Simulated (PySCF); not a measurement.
Compound: Mo(CtBu)(OH)3, C5H12MoO3 (singlet state).
Structure used (PBE0-D3(BJ)/def2-SVP), in Å, numbered top down from 1:
```xyz
21
C5H12MoO3 angstrom
Mo    -0.048    0.073   -2.203
C     -0.023    0.009   -0.494
C      0.009   -0.004    0.990
C      0.858   -1.193    1.461
C      0.633    1.313    1.471
C     -1.427   -0.134    1.515
H      0.428   -2.146    1.116
H      0.901   -1.216    2.561
H      1.885   -1.119    1.074
H      0.678    1.332    2.572
H      0.037    2.174    1.133
H      1.654    1.430    1.078
H     -1.889   -1.071    1.170
H     -2.050    0.701    1.162
H     -1.430   -0.131    2.617
O      1.666    0.819   -2.574
H      1.863    0.871   -3.520
O     -1.562    1.188   -2.518
H     -1.780    1.279   -3.457
O     -0.259   -1.693   -2.827
H     -0.332   -2.466   -2.257
```

Computed, not measured: TDDFT CAM-B3LYP/def2-SVPD, vertical, gas phase, core orbitals frozen in the response, def2 core potentials past Kr in PySCF 2.14.0, density-fitted response routines. Spin–orbit coupling is left out.

Frontier orbitals with the atoms that hold most of them (Löwdin shares over 4%, at most four atoms; ? is withheld):

```csv
orbital,ε (eV),atoms
HOMO-3,-10.68,"O20 20%, C2 18%, C3 12%, Mo1 10%"
HOMO-2,-10.35,"O16 37%, O18 36%, O20 19%"
HOMO-1,-8.20,?
HOMO,-8.02,"Mo1 35%, C2 31%, O16 9%, O18 9%"
LUMO,?,?
LUMO+1,0.21,"Mo1 54%, O18 11%, C2 11%, O16 7%"
LUMO+2,0.22,"Mo1 56%, O20 11%, C2 11%, O16 8%"
```

Q: Give the leading atoms of the HOMO-1.

A: Mo1 (bonded to C and 3 O) 38%; C2 (bonded to C and Mo) 32%; O20 (bonded to Mo and H) 6%; O18 (bonded to Mo and H) 5%. By element: molybdenum 38%, carbon 32% or more, oxygen 11% or more.

Q: Give the leading atoms of the LUMO.

A: Mo1 (bonded to C and 3 O) 53%; O16 (bonded to Mo and H) 8%; O18 (bonded to Mo and H) 8%; O20 (bonded to Mo and H) 6%. By element: molybdenum 53%, oxygen 23%.

Q: What is the LUMO energy, and the HOMO–LUMO gap?

A: ε(LUMO) = 0.13 eV; the gap is 8.15 eV (0.2994 hartree).

Q: The HOMO–LUMO gap is 8.15 eV. Where does the response calculation put the lowest singlet, and from which orbitals?

A: S1 is at 3.67 eV (f = 0.0002), 4.47 eV below the gap, made of HOMO→LUMO+1 (51%), HOMO-1→LUMO+2 (29%). Its leading pair isn't HOMO and LUMO; the energies of that pair differ by 8.23 eV. Without the coupling terms of the response equations the lowest excitation would equal the gap.

For S1 the Löwdin share of molybdenum is 35% in HOMO and 54% in LUMO+1.

Next come S2 at 4.03 eV (f 0.0019), HOMO→LUMO+2 (64%), HOMO-1→LUMO+1 (19%), HOMO→LUMO+1 (10%); S3 at 4.08 eV (f 0.0004), HOMO-1→LUMO+2 (56%), HOMO→LUMO+1 (27%); S4 at 4.32 eV (f 0.022), HOMO-1→LUMO+1 (50%), HOMO→LUMO+2 (13%); S5 at 4.86 eV (f 0.013), HOMO→LUMO+3 (73%), HOMO→LUMO+4 (10%).

Löwdin shares depend on the basis, the more so with diffuse functions.

Hardware: an Intel Xeon Platinum 8375C at 2.90 GHz with one thread (shared host). Cost: 2.6 min (with the writing of density and orbital grids), 1.8 GiB resident at most.
